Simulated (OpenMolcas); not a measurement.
# Mo I: effect of the active space

```yaml
Program: OpenMolcas 26.06
Method: MS-CASPT2 or its RAS form, IPEA 0.25 Eh, imaginary shift 0.1 Eh
Basis: ANO-RCC-VTZP
Scalar_Hamiltonian: DKH2, point nucleus
Spin-orbit_coupling: state interaction with AMFI integrals over the reference wave functions, term energies averaged over their components
```

A. 6 electrons in 6 orbitals (4d 5s); 2S+1 = 7 even, 1 root; 2S+1 = 5 even, 23 roots; 2S+1 = 3 even, 30 roots; 2S+1 = 1 even, 1 root (0 in the spin-orbit step); closed shells correlated: 4s 4p; CASPT2 step of the order of 20 core-seconds
B. 6 electrons in 9 orbitals (RAS2 4d 5s; RAS3 5p, at most 2 electrons); 2S+1 = 7 even, 1 root; 2S+1 = 5 even, 30 roots kept (CI in the orbitals of an earlier block); 2S+1 = 3 even, 72 roots kept (CI in the orbitals of an earlier block); 2S+1 = 1 even, 23 roots kept (CI in the orbitals of an earlier block); 2S+1 = 7 odd, 18 roots; 2S+1 = 5 odd, 13 roots kept (CI in the orbitals of an earlier block); 2S+1 = 3 odd, 3 roots kept (CI in the orbitals of an earlier block, 0 in the spin-orbit step); closed shells correlated: 4s 4p; CASPT2 step about 3 core-minutes

Energies in cm-1 above 4d5 5s 7S3, the measured ground level; measured values from NIST Handbook of Basic Atomic Spectroscopic Data.

```tsv
Level	A	B	Measured
4d5 5s 7S3	0.0	0.0	0.0
4d4 5s2 5D0	10340	11120	10966
4d4 5s2 5D1	10480	11280	
4d4 5s2 5D2	10750	11580	
4d5 5s 5S2	11040	11270	10768
4d4 5s2 5D3	11150	11990	
4d4 5s2 5D4	11680	12480	
4d5 5s 5G4	18880	18830	
4d5 5s 5G5	18880	18870	
4d5 5s 5G3	18880	18780	
4d5 5s 5G6	18880	18890	
4d5 5s 5G2	18880	18740	16641
4d5 5s 5P3	20530	20420	
4d5 5s 5P2	20580	20550	
4d5 5s 5P1	20750	20740	
4d5 5s 5D0	22310	22330	
4d5 5s 5D4	22420	22330	
4d5 5s 5D1	22470	22470	
4d5 5s 5D2 [74 %]	22670	22620	
4d5 5s 5D3 [75 %]	22730	22650	
4d5 5s 3P1 [70 %]	24510	23750	
4d5 5s 3P0	24820	23360
```

Deviations, from unrounded energies. A percentage is the sum of absolute deviations over the sum of measured energies, with the sign that they share, or ± where signs differ.

```
                        Against measurement  Levels     A     B
             mean absolute deviation (cm-1)       3  1000   920
other terms of the ground configuration (%)       2  +9.2  +9.5
                   other configurations (%)       1  -5.7  +1.4
```

B lies closest to measurement on these levels. The largest miss of B in the table is 4d5 5s 5G2, by +2100 cm-1. The ranking rests on the paired levels alone, and a cruder setting can come out closer through cancelling errors.

The spin-orbit steps hold different terms of 4d5 5s (A lacks among others 1I, 1S, a 3D, 3F, a 3G), which shifts levels as well.

The two smallest mean deviations differ by little beside CASPT2's spread within terms, so their order carries little weight.

Between A and B the level of the table that moves most is 4d5 5s 3P0, by 1500 cm-1 (lowest in B, highest in A). Moves below CASPT2's spread within the term are not significant.

CASPT2 does not keep the components of a term degenerate, so their means are used; among the terms shown or strongly mixed into the levels shown the widest spread is 550 cm-1 (4d5 5s 5G, A). Some high roots are left out of the spin-orbit mixing, which shifts the levels that they would mix with. Configurations are named by rounded mean occupations; where the s occupation lies near a half they are strongly mixed, a name can repeat and a true partner stay unpaired. A single d shell beside an s shell can misplace configurations of different d count against each other. The CASPT2 spread within a term exceeds the gap to the next term for 4d5 5s 5S and 4d4 5s2 5D, so the order of their levels is uncertain, and so are names and mixing where such terms share a J (holds for A). Blocks of more than 70 roots (2S+1 = 3 even) ran without multistate coupling (holds for B). Terms from blocks run as CI alone lack orbitals of their own (holds for B). Computed and measured levels are paired by configuration, term and J; levels that our copy of the source lacks, or whose pairing is in doubt (as where it misses far off the trend of its configuration), stay unpaired and out of the deviations. Levels of configurations outside the active space are missing. Levels that lie high or do not pair safely by name in every column are left out.

A share in square brackets marks a mixed level and gives the weight of the term that names it, the lowest over the columns.
